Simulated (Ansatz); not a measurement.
Start from `CN[Si](F)(F)OC` and change one atom or group to get `CO[Si](N)(F)F`.

Ansatz, PBE0-D4/def2-TZVP geometries, multiplicity 1. Each molecule was computed in one conformer, which needn't be the lowest.

```csv
property,`CN[Si](F)(F)OC`
LUMO energy (ωB97M-V/def2-TZVPP) / eV,2.39
size of the dipole moment (B3LYP/def2-TZVPP) / D,1.74
size of the dipole moment (ωB97M-V/def2-TZVPP) / D,1.72
HOMO energy (B3LYP/def2-TZVPP) / eV,-7.11
HOMO energy (PBE/def2-TZVPP) / eV,-5.90
HOMO–LUMO gap (PBE/def2-TZVPP) / eV,5.95
```

Q: What does the change do to each property? (Estimate.)

A: The calculation gave: 
```csv
property,`CO[Si](N)(F)F`,shift
LUMO energy (ωB97M-V/def2-TZVPP) / eV,2.24,-0.15
size of the dipole moment (B3LYP/def2-TZVPP) / D,1.67,-0.07
size of the dipole moment (ωB97M-V/def2-TZVPP) / D,1.65,-0.07
HOMO energy (B3LYP/def2-TZVPP) / eV,-7.88,-0.77
HOMO energy (PBE/def2-TZVPP) / eV,-6.60,-0.70
HOMO–LUMO gap (PBE/def2-TZVPP) / eV,6.51,0.56
```

With PBE0 the HOMO falls by 0.80 eV and the LUMO falls by 0.14 eV, so the gap widens by about 0.66 eV. PBE moves the HOMO by -0.70 eV and ωB97M-V by -0.86 eV. Dipoles are sizes alone; their direction can turn.

B3LYP here is the variant with VWN-RPA as its local correlation; programs differ in this.
